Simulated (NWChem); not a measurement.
Molecule: Si₂H₄, singlet; SMILES [SiH][SiH3]

Computed with NWChem. Low-valent species are run as closed-shell singlets; no triplet was tried in these runs. The level has its own optimisation; frequencies are unscaled. Brackets give each atom's bonded neighbours.

What does the run give for PBE0/def2-SVP? Quantities: r Si–Si (Å); r H–Si [H(Si)–Si(HSi)] (Å); highest harmonic frequency (cm⁻¹); lowest (cm⁻¹); zero-point energy (kcal/mol); dipole (D).


| Quantity | Result |
|---|---|
| r Si–Si (Å) | 2.394 |
| r H–Si [H(Si)–Si(HSi)] (Å) | 1.534 |
| highest harmonic frequency (cm⁻¹) | 2224 |
| lowest (cm⁻¹) | 36 |
| zero-point energy (kcal/mol) | 19.0 |
| dipole (D) | 0.26 |
